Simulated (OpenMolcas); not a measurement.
Ag5+ among 5 point charges of -2 e arranged as a trigonal bipyramid (D3h). The axial distance is 0.94 times the equatorial one, R.

```yaml
Program: OpenMolcas
Method: "SS-CASPT2, IPEA 0.25 Eh, imaginary shift 0.1 Eh (closed shells correlated: 4s 4p)"
Basis: ANO-RCC-VDZP [6s5p3d1f]
Scalar_Hamiltonian: DKH2, point nucleus
Active_space: 6 electrons in 5 orbitals (4d)
State_averaging: 2S+1 = 5 even, 5 roots; 2S+1 = 3 even, 45 roots; 2S+1 = 1 even, 50 roots
Spin-orbit_coupling: RASSI with atomic mean-field integrals over the reference wave functions
```

All point charges move together. At R = 2.09 Å the first state of the same spin is 2410 cm-1, and at R = 2.22 Å it is 2180 cm-1.

Task: A third run gives 2660 cm-1. What distance was it run at?

Result: With a power law R^-n the two known points give n = -ln(2180 / 2410) / ln(2.22 / 2.09) = 1.66. Then R = 2.09 × (2410 / 2660)^(1/1.66) = 1.969 Å. The run was at 1.94 Å, so the estimate is off by +0.029 Å.

Roots that are degenerate in the reference are averaged as groups; the widest CASPT2 spread within a group is 310 cm-1 (the 4-fold group of multiplicity 1 near 64900 cm-1 above the lowest state of its run, R = 2.09). Shifts and gaps below about the spread of the groups concerned are not significant. An orbital doublet at a regular site is open to a Jahn-Teller distortion, which this geometry leaves out. Point charges give a weaker field than real ligands, and real ions of this kind are as a rule low spin; the high spin found here belongs to the model. Free-ion shares, where given, are those of the reference states; single-state CASPT2 does not remix them. Point charges carry no covalency, so the field is a model and not that of real ligands. No measured value stands beside these numbers.
